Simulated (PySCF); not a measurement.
Removing an electron from `[SiH3][CH2][GaH-]1[Cl+][GaH2-][Cl+]1`

Compound: CH8Cl2Ga2Si.
Z-matrix (Å and degrees, PBE0-D3(BJ)/def2-SVP geometry), rows numbered from 1:
```
Si
C   1  1.8779
Ga  2  1.9532  1  114.45
Cl  3  2.3862  2  106.35  1  -160.34
Ga  4  2.3720  3   90.60  2   102.74
Cl  5  2.3695  4   89.63  3     2.84
H   1  1.4949  2  110.50  3    61.42
H   1  1.4970  2  110.20  3   -57.93
H   1  1.4963  2  111.42  3  -177.96
H   2  1.1035  1  109.34  3   121.16
H   2  1.1022  1  109.76  3  -121.07
H   3  1.5540  2  134.64  1    65.83
H   5  1.5553  4  105.99  3  -103.95
H   5  1.5538  4  106.55  3   110.15
```

Level: CAM-B3LYP/def2-SVPD (PySCF). Frontier orbitals with their largest atomic shares (Löwdin; up to four atoms above 4 %):

```
orbital  ε (eV)                              main atoms
 HOMO−3  -10.81    Si1 20 %, C2 17 %, H8 13 %, Cl4 13 %
 HOMO−2  -10.61  Cl4 20 %, Ga3 14 %, H12 14 %, Cl6 12 %
 HOMO−1  -10.21  Ga5 22 %, H13 19 %, H14 12 %, Cl6 10 %
   HOMO   -9.53                                       ?
   LUMO   -0.09  Ga5 26 %, Ga3 18 %, Cl4 15 %, Cl6 14 %
 LUMO+1    0.30  Ga5 31 %, Cl4 16 %, Ga3 16 %, Cl6 14 %
 LUMO+2    0.72   Ga5 24 %, Ga3 23 %, Si1 10 %, Cl4 9 %
```

Task: What vertical ionisation energy does ΔSCF give, and how far is −ε(HOMO) from it?

Result: ΔSCF: 10.17 eV (981 kJ/mol; threshold wavelength 122 nm); ⟨S²⟩ of the doublet left behind is 0.761, against 0.75 for a pure doublet. −ε(HOMO) is 9.53 eV, 0.64 eV below it. In exact Kohn–Sham theory the two would be equal; CAM-B3LYP (range-separated hybrid) falls short of its own ΔSCF value by 6 %. Holes in the HOMO−1 and HOMO−2 were tried too where these lie within 1.2 eV of the HOMO; the lowest converged state counts.

Task: On which atoms does the HOMO lie?

Result: C2 (sp3 carbon bound to silicon) 25 %, Ga3 (gallium bonded to C, 2 Cl and H) 14 %, Cl4 (chlorine bonded to 2 Ga) 12 %, Cl6 (chlorine bonded to 2 Ga) 10 %, so no atom holds as much as 40 %. The HOMO−1 lies 0.68 eV lower.

Task: And the vertical electron affinity, the fundamental gap, Mulliken's electronegativity and the hardness (with the factor ½)?

Result: EA = -0.50 eV by ΔSCF (−ε(LUMO) = 0.09 eV); a negative value means that the added electron isn't bound at this geometry and level, and the number then depends on the basis. IE − EA = 10.67 eV against an orbital gap of 9.44 eV; (IE + EA)/2 = 4.83 eV; (IE − EA)/2 = 5.33 eV.

Task: How many of the 10 lowest singlet excitations (vertical TDDFT, same level) lie below the ionisation energy?

Result: All 10; they run from 6.44 to 7.97 eV.

Task: Shift the occupied levels rigidly so that −ε(HOMO) equals the ΔSCF value. What binding energies result?

Result: The shift is +0.64 eV: HOMO 10.17, HOMO−1 10.85, HOMO−2 11.25, HOMO−3 11.45 eV. A rigid shift is only a rough guide to the deeper ionisations.

Task: What total energies stand behind the ΔSCF value?

Result: E(N) = -5101.99608 Eh and E(N − 1) = -5101.62246 Eh at the same geometry, 0.37362 Eh apart. With one more electron, E(N + 1) = -5101.97788 Eh.

One conformer (not necessarily the lowest) at the PBE0-D3(BJ)/def2-SVP geometry, without solvent, vibrations or thermal averaging. The calculation is non-relativistic, for gallium too.
